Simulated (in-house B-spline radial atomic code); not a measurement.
## Ionising neutral dysprosium with different functionals

Computed with an all-electron radial atomic-structure program (B-spline basis): scalar-relativistic (spin-free X2C) Hamiltonian, Fermi nucleus of rms radius 5.2218 fm, spin-polarised at highest spin, spherical fractional occupations for the functionals, the average over the highest-spin determinants for Hartree-Fock. The ionisation energy is the difference of two self-consistent energies, [Xe] 4f10 6s2 → [Xe] 4f10 6s1, without Breit or QED terms; ε is the level of the shell that loses the electron (its least bound occupied spin orbital). There is no spin-orbit coupling in this Hamiltonian.

Hybrids are left out here: with spherical fractional occupations of an open shell their exact exchange keeps a self-interaction that integer-occupation calculations don't have.

```tsv
method	rung	ΔSCF (eV)	-ε(6s) (eV)
Hartree-Fock	Hartree-Fock	4.86	5.05
LDA VWN5	LDA	6.17	3.83
LDA PW92	LDA	6.18	3.83
LDA exchange-only	LDA	5.12	3.02
PBE	GGA	5.96	3.69
PBEsol	GGA	5.93	3.71
BLYP	GGA	5.99	3.57
RPBE	GGA	?	?
PW91	GGA	5.99	3.72
BP86	GGA	6.10	3.83
AM05	GGA	5.87	3.64
OLYP	GGA	5.74	3.38
TPSS	meta-GGA	5.80	3.66
SCAN	meta-GGA	?	?
r2SCAN	meta-GGA	5.70	3.75
revTPSS	meta-GGA	5.82	3.70
```

(1) What does RPBE give?

(2) What does SCAN give?

(3) How do they compare with the NIST value?

Results:

(1) ΔSCF 5.91 eV, and -ε(6s) = 3.63 eV.

(2) ΔSCF 5.73 eV, and -ε(6s) = 3.76 eV.

(3) NIST lists 5.939 eV (measured, ground level to ground level). Errors run from -1.08 to +0.24 eV; PBEsol is closest (-0.01 eV), but part of that can be cancellation, since the calculations leave out spin-orbit coupling, Breit-QED terms, multiplet and fine-structure energies. Hartree-Fock also lacks correlation.
